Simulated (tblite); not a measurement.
A geometry optimisation, step by step.

Compound: C4H3ClSe (charge +1 and doublet state).
SMILES with atom numbers: `[Cl:1][C+:2]1[CH:3][CH:4]=[CH:5][Se:6]1` (hydrogens: H7 on C3; H8 on C4; H9 on C5)
Bond orders are those of one Lewis drawing.

Computed with GFN2-xTB (tblite), gas phase: L-BFGS steps from a force-field or distance-geometry start until the largest atomic force falls under 0.01 eV/Å. 12 of its 39 geometries are shown.

Step 0: E = -469.0880 eV, largest atomic force 2.591 eV/Å
```
atom  x, y, z in Å  |  force x, y, z in eV/Å
Cl1     3.061    0.469    0.791   -2.369  -0.027  -1.049
C2      1.377    0.395    0.259   -0.786  -0.565  -0.037
C3      0.608   -0.731   -0.286    0.960   2.164  -0.463
C4     -0.818   -0.637   -0.127   -0.337  -2.293  -0.238
C5     -1.360    0.524    0.188    0.659   1.309   0.276
Se6     0.069    1.857    0.299    0.666  -0.651   0.702
H7      0.975   -1.082   -1.265    0.125  -0.821   1.023
H8     -1.493   -1.529   -0.223    0.942   0.688  -0.151
H9     -2.405    0.740    0.339    0.140   0.196  -0.061
```

Step 3: E = -469.6900 eV, largest atomic force 1.272 eV/Å
```
atom  x, y, z in Å  |  force x, y, z in eV/Å
Cl1     2.907    0.469    0.716    0.474   0.091  -0.194
C2      1.325    0.390    0.266   -0.782   0.675  -0.076
C3      0.617   -0.634   -0.334   -0.824  -0.891  -0.381
C4     -0.807   -0.667   -0.125    0.198   0.634  -0.175
C5     -1.310    0.544    0.194   -0.222  -0.170   0.124
Se6     0.109    1.823    0.360   -0.140   0.544   0.745
H7      0.996   -1.152   -1.193    0.489  -0.830   0.242
H8     -1.449   -1.522   -0.241    0.218  -0.211  -0.242
H9     -2.374    0.757    0.333    0.591   0.158  -0.041
```

Step 7: E = -470.1622 eV, largest atomic force 1.740 eV/Å
```
atom  x, y, z in Å  |  force x, y, z in eV/Å
Cl1     2.813    0.482    0.581   -0.234   0.088  -0.206
C2      1.180    0.469    0.201    1.218  -0.835  -0.920
C3      0.558   -0.666   -0.430    0.849   0.517   0.499
C4     -0.794   -0.646   -0.190    0.240  -0.020  -0.299
C5     -1.252    0.592    0.243    0.056   0.564   0.258
Se6     0.064    1.890    0.594   -1.059  -0.781   0.089
H7      1.109   -1.394   -1.031   -0.206   0.142   0.678
H8     -1.374   -1.542   -0.321   -0.446   0.195  -0.231
H9     -2.291    0.822    0.329   -0.417   0.130   0.132
```

Step 10: E = -470.4296 eV, largest atomic force 0.718 eV/Å
```
atom  x, y, z in Å  |  force x, y, z in eV/Å
Cl1     2.839    0.496    0.557    0.212   0.206  -0.194
C2      1.249    0.430    0.118    0.214   0.400   0.263
C3      0.597   -0.660   -0.396   -0.163  -0.427  -0.448
C4     -0.787   -0.628   -0.224   -0.003   0.523   0.183
C5     -1.264    0.613    0.259   -0.335  -0.573  -0.273
Se6    -0.025    1.863    0.636    0.228  -0.451   0.015
H7      1.119   -1.427   -0.965   -0.136  -0.050   0.551
H8     -1.399   -1.519   -0.353    0.010   0.483  -0.182
H9     -2.316    0.840    0.343   -0.027  -0.111   0.085
```

Step 14: E = -470.5485 eV, largest atomic force 0.431 eV/Å
```
atom  x, y, z in Å  |  force x, y, z in eV/Å
Cl1     2.869    0.546    0.478   -0.010   0.168  -0.221
C2      1.259    0.444    0.091    0.115  -0.149   0.229
C3      0.603   -0.658   -0.422    0.058   0.066   0.338
C4     -0.777   -0.594   -0.253   -0.086  -0.121  -0.148
C5     -1.295    0.595    0.250    0.143   0.246   0.049
Se6    -0.030    1.795    0.710    0.211   0.152  -0.010
H7      1.127   -1.516   -0.817   -0.093   0.057   0.040
H8     -1.405   -1.443   -0.425   -0.250  -0.211  -0.281
H9     -2.338    0.838    0.364   -0.089  -0.208   0.004
```

Step 17: E = -470.5993 eV, largest atomic force 0.376 eV/Å
```
atom  x, y, z in Å  |  force x, y, z in eV/Å
Cl1     2.904    0.599    0.410   -0.188   0.037  -0.180
C2      1.273    0.433    0.120    0.064  -0.183   0.108
C3      0.606   -0.663   -0.386   -0.208  -0.141   0.221
C4     -0.788   -0.589   -0.282    0.033   0.227   0.213
C5     -1.294    0.610    0.248    0.054  -0.204  -0.058
Se6     0.000    1.783    0.736   -0.241   0.077  -0.036
H7      1.114   -1.546   -0.741    0.012   0.063  -0.061
H8     -1.442   -1.422   -0.504    0.101   0.134  -0.169
H9     -2.359    0.800    0.375    0.374  -0.009  -0.037
```

Step 21: E = -470.6354 eV, largest atomic force 0.223 eV/Å
```
atom  x, y, z in Å  |  force x, y, z in eV/Å
Cl1     2.898    0.641    0.326    0.009  -0.023  -0.050
C2      1.269    0.407    0.159   -0.053   0.083   0.047
C3      0.597   -0.690   -0.331    0.128   0.002   0.054
C4     -0.791   -0.583   -0.279    0.072  -0.179   0.024
C5     -1.279    0.608    0.248   -0.058   0.021   0.086
Se6    -0.011    1.787    0.755    0.031  -0.037  -0.030
H7      1.107   -1.565   -0.692    0.038  -0.058  -0.066
H8     -1.446   -1.382   -0.589   -0.001   0.044  -0.053
H9     -2.330    0.783    0.378   -0.167   0.147  -0.013
```

Step 24: E = -470.6412 eV, largest atomic force 0.078 eV/Å
```
atom  x, y, z in Å  |  force x, y, z in eV/Å
Cl1     2.898    0.648    0.303    0.014   0.010  -0.011
C2      1.265    0.409    0.171    0.052  -0.025  -0.010
C3      0.604   -0.698   -0.315   -0.044   0.020   0.011
C4     -0.784   -0.591   -0.272   -0.048   0.036   0.039
C5     -1.283    0.602    0.255   -0.026  -0.035   0.029
Se6    -0.014    1.782    0.757    0.022   0.010   0.021
H7      1.110   -1.573   -0.687    0.042   0.018  -0.007
H8     -1.446   -1.369   -0.613   -0.008  -0.072  -0.028
H9     -2.337    0.796    0.376   -0.003   0.039  -0.043
```

Step 28: E = -470.6426 eV, largest atomic force 0.039 eV/Å
```
atom  x, y, z in Å  |  force x, y, z in eV/Å
Cl1     2.900    0.648    0.300   -0.005  -0.001  -0.017
C2      1.268    0.406    0.171   -0.013   0.006   0.010
C3      0.601   -0.698   -0.313    0.014  -0.009  -0.005
C4     -0.789   -0.593   -0.266    0.013  -0.022  -0.016
C5     -1.286    0.599    0.262    0.009   0.016  -0.006
Se6    -0.013    1.781    0.759   -0.001  -0.032   0.017
H7      1.115   -1.568   -0.691   -0.023   0.029   0.013
H8     -1.444   -1.376   -0.615    0.007   0.004   0.021
H9     -2.339    0.807    0.368   -0.001   0.008  -0.016
```

Step 31: E = -470.6429 eV, largest atomic force 0.027 eV/Å
```
atom  x, y, z in Å  |  force x, y, z in eV/Å
Cl1     2.899    0.650    0.292    0.002  -0.001  -0.009
C2      1.266    0.406    0.172    0.014   0.008   0.007
C3      0.600   -0.699   -0.312    0.001   0.007   0.022
C4     -0.789   -0.594   -0.266    0.005   0.016  -0.002
C5     -1.286    0.599    0.262   -0.005  -0.008  -0.022
Se6    -0.012    1.776    0.765   -0.003   0.006   0.022
H7      1.115   -1.568   -0.686    0.003  -0.016  -0.022
H8     -1.442   -1.376   -0.617   -0.015  -0.011   0.014
H9     -2.338    0.810    0.364    0.000  -0.001  -0.011
```

Step 35: E = -470.6432 eV, largest atomic force 0.016 eV/Å
```
atom  x, y, z in Å  |  force x, y, z in eV/Å
Cl1     2.900    0.650    0.287    0.005   0.007   0.000
C2      1.266    0.407    0.175   -0.003  -0.013   0.005
C3      0.601   -0.698   -0.309    0.002  -0.004  -0.015
C4     -0.788   -0.594   -0.266   -0.001  -0.004   0.011
C5     -1.286    0.599    0.259    0.000   0.012   0.004
Se6    -0.013    1.774    0.774   -0.002   0.000   0.001
H7      1.115   -1.566   -0.689    0.002  -0.004  -0.002
H8     -1.442   -1.380   -0.612    0.005   0.013   0.006
H9     -2.338    0.814    0.357   -0.006  -0.007  -0.009
```

Step 38: E = -470.6432 eV, largest atomic force 0.009 eV/Å
```
atom  x, y, z in Å  |  force x, y, z in eV/Å
Cl1     2.901    0.651    0.286   -0.009   0.002   0.001
C2      1.267    0.405    0.176    0.004   0.001  -0.002
C3      0.601   -0.699   -0.310    0.003  -0.001   0.001
C4     -0.788   -0.594   -0.265    0.005   0.002  -0.002
C5     -1.286    0.600    0.259    0.002   0.000   0.007
Se6    -0.014    1.774    0.775    0.005  -0.001   0.000
H7      1.115   -1.566   -0.691   -0.003   0.000   0.001
H8     -1.442   -1.379   -0.610   -0.005   0.000   0.000
H9     -2.339    0.814    0.354   -0.002  -0.002  -0.005
```

**Question.** Summarise the path.

**Answer.** The energy falls by 1.5552 eV from step 0 to step 38; nine tenths of that is first reached at step 12. It falls at every step. The largest force goes from 2.591 to 0.009 eV/Å. Among the bonds C5–Se6 changes most, from 1.957 to 1.806 Å; the atoms move by 0.392 Å rms after alignment.

**Question.** Follow the three bonds and two angles with the largest change from start to end.

**Answer.** 
```tsv
step	E above end (eV)	largest force (eV/Å)	C5–Se6 (Å)	Cl1–C2 (Å)	C2–C3 (Å)	C2–C3–H7 (°)	C3–C2–Se6 (°)
0	1.5552	2.591	1.957	1.768	1.468	113.5	103.3
2	1.0939	1.494	1.919	1.691	1.384	119.7	104.1
3	0.9532	1.272	1.918	1.647	1.382	121.6	104.7
5	0.7101	1.267	1.925	1.649	1.411	123.2	110.2
7	0.4810	1.740	1.882	1.677	1.440	123.3	116.0
8	0.3642	1.457	1.829	1.678	1.428	122.9	116.0
10	0.2137	0.718	1.800	1.651	1.371	121.9	111.5
12	0.1414	0.611	1.796	1.635	1.374	121.5	109.8
13	0.1153	0.497	1.801	1.647	1.379	122.0	110.2
15	0.0762	0.432	1.807	1.668	1.382	123.1	110.9
17	0.0439	0.376	1.813	1.665	1.379	122.9	110.5
18	0.0304	0.336	1.814	1.658	1.378	122.5	110.1
20	0.0126	0.232	1.808	1.653	1.376	122.1	110.1
21	0.0079	0.223	1.805	1.655	1.377	122.4	110.3
23	0.0031	0.115	1.803	1.656	1.378	123.2	110.7
25	0.0015	0.057	1.806	1.655	1.378	123.2	110.7
26	0.0012	0.058	1.807	1.654	1.378	123.0	110.6
28	0.0007	0.039	1.807	1.656	1.378	122.6	110.5
30	0.0005	0.026	1.806	1.656	1.378	122.5	110.5
31	0.0004	0.027	1.806	1.656	1.378	122.6	110.5
33	0.0002	0.029	1.806	1.655	1.378	122.6	110.5
35	0.0001	0.016	1.807	1.655	1.378	122.6	110.5
36	0.0000	0.015	1.807	1.656	1.378	122.6	110.5
38	0.0000	0.009	1.806	1.656	1.378	122.6	110.5
```

The cost below is that of the whole relaxation. On Arm Neoverse V2, one thread, shared host with 96 logical CPUs at a one-minute load of 33, this took 0.17 s of wall time.
